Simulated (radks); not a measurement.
Fractional charge and spin in the 3d shell of germanium: the spin-up occupation runs from 4 to 5 and the spin-down occupation from 4 to 5; the fullest corner is Ge2+, [Ar] 4s2 3d(up 5, down 5). Method: non-relativistic Kohn-Sham, r2SCAN, spin-polarised, spherical densities, point nucleus; meta-GGA in the generalised Kohn-Sham scheme; computed with a radial shooting solver on a logarithmic mesh with Libxc functionals. Energy (eV) minus the two flat planes that join the four corners (they meet along the diagonal where the two added fractions sum to one electron); zero is where a piecewise linear energy would lie.

down \ up       4    4.25     4.5    4.75       5
4           0.000  -2.387  -3.161  -2.354   0.000
4.25       -2.387  -3.043  -2.122   0.343  -2.156
4.5        -3.161  -2.122   0.457  -1.932  -2.850
4.75       -2.354   0.343  -1.932  -2.740  -2.119
5           0.000  -2.156  -2.850  -2.119   0.000

Corners above the fullest one (they belong to Ge3+ and the next ion): (up 5, down 4) 62.002 eV, (up 4, down 5) 62.002 eV, (up 4, down 4) 149.89 eV. With half an added electron in each spin the energy lies 0.457 eV from the planes, and with half an added electron in spin up alone -3.161 eV. The planes are only a guide here: the flat-plane condition holds for ground states with one frontier orbital, while this shell lies below other occupied shells, so the corners above the fullest one are inner-hole states and not the ground states of those ions.
